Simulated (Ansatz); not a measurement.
`F[Si](F)(F)[SiH3]`, charge 0, multiplicity 1.

Problem. Give a relaxed structure at PBE0-D4/def2-TZVP (Ansatz 0.2.0). (Estimate.)

Solution. The calculation gave: 
Z-matrix (Å, degrees):
```
Si
F 1 1.582
F 1 1.582 2 107.0
F 1 1.582 2 107.0 3 -114.3
Si 1 2.329 2 111.9 3 122.8
H 5 1.484 1 108.7 2 -60.0
H 5 1.484 1 108.7 2 60.0
H 5 1.484 1 108.7 2 -180.0
```
Point group C3v.
